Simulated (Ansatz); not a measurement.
Reaction (substitution at a C–C bond): `BBCC` + `CC(N)O` → `CNC(C)O` + `BBC`

Gas-phase electronic energies from Ansatz, PBE0-D4/def2-TZVP geometries. CCSD(T)/CBS adds triple-zeta CCSD(T) − MP2 to the extrapolated MP2 energy (def2 sets, frozen cores). One conformer a species, not always the lowest.

```json
{"level": "CCSD/def2-TZVPP", "ΔE (kJ/mol)": "24.3"}
{"level": "MP2/CBS(def2)", "ΔE (kJ/mol)": "27.3"}
```

**Question.** What does CCSD(T)/CBS give? (An estimate is asked.)

**Answer.** The calculation gave: +25.7 kJ/mol. The listed levels differ from it by -1.4, 1.6 kJ/mol.

Largest T1 diagnostic among the species: 0.011.
